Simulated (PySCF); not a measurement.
## Bond curve of MgGe⁺

Set-up: PySCF, no relativity, basis sets Mg aug-pcseg-1, Ge aug-pcseg-1. Energies in eV from Mg⁺ + Ge in their ground configurations at the same level. State: ²Π (doublet), unpaired electrons π ↑.

```json
{"R (Å)": "2.409", "UHF-CCSD": "", "r²SCAN0": "-1.233", "revPBE": "-1.475", "UHF-CCSD(T)": ""}
{"R (Å)": "2.521", "UHF-CCSD": "-1.225", "r²SCAN0": "-1.434", "revPBE": "-1.696", "UHF-CCSD(T)": "-1.289"}
{"R (Å)": "2.633", "UHF-CCSD": "-1.372", "r²SCAN0": "-1.540", "revPBE": "-1.822", "UHF-CCSD(T)": "-1.435"}
{"R (Å)": "2.717", "UHF-CCSD": "-1.434", "r²SCAN0": "-1.575", "revPBE": "-1.870", "UHF-CCSD(T)": "-1.497"}
{"R (Å)": "2.801", "UHF-CCSD": "-1.465", "r²SCAN0": "-1.582", "revPBE": "-1.889", "UHF-CCSD(T)": "-1.528"}
{"R (Å)": "2.885", "UHF-CCSD": "-1.470", "r²SCAN0": "-1.569", "revPBE": "-1.886", "UHF-CCSD(T)": "-1.534"}
{"R (Å)": "2.997", "UHF-CCSD": "-1.449", "r²SCAN0": "-1.529", "revPBE": "-1.857", "UHF-CCSD(T)": "-1.514"}
{"R (Å)": "3.137", "UHF-CCSD": "-1.390", "r²SCAN0": "-1.456", "revPBE": "-1.792", "UHF-CCSD(T)": "-1.456"}
{"R (Å)": "3.305", "UHF-CCSD": "-1.289", "r²SCAN0": "-1.354", "revPBE": "-1.692", "UHF-CCSD(T)": "-1.357"}
{"R (Å)": "3.529", "UHF-CCSD": "", "r²SCAN0": "-1.209", "revPBE": "-1.545", "UHF-CCSD(T)": ""}
```

Task: Put a parabola through the three lowest points of the UHF-CCSD curve and estimate Re, k and ωe (reduced mass 18.11 u; 1 eV/Å² = 0.16022 mdyn/Å; ωe = 1302.8·√(k/μ) cm⁻¹).

Result: Through R = 2.801, 2.885, 2.997 Å the second-order coefficient is 1.26 eV/Å², so Re ≈ 2.867 Å, k ≈ 0.404 mdyn/Å and ωe ≈ 195 cm⁻¹. A polynomial fit of higher order to the unrounded UHF-CCSD energies gives Re = 2.865 Å, k = 0.456 mdyn/Å, ωe = 207 cm⁻¹; anharmonicity and rounding make the difference.

The higher-order fit for each curve: UHF-CCSD: Re = 2.865 Å, ωe = 207 cm⁻¹, De = 1.47 eV; r²SCAN0: Re = 2.785 Å, ωe = 215 cm⁻¹, De = 1.58 eV; revPBE: Re = 2.829 Å, ωe = 208 cm⁻¹, De = 1.89 eV; UHF-CCSD(T): Re = 2.867 Å, ωe = 205 cm⁻¹, De = 1.53 eV.

Correlated steps freeze 10 core orbitals. Correlated levels converge slowly with the basis: in double zeta they bind strong bonds too weakly, by up to about 1 eV, and carry superposition errors of some tenths. ⟨S²⟩ of the unrestricted solution departs from its pure value on part of the curve, where spin states mix. Spin–orbit coupling is left out. For an ion De counts to the pair picked by the measured ionisation energies or electron affinities, which need not be the lowest pair at this level. The state is the lowest determinant that a PBE0 search found; another state may lie lower at other levels.
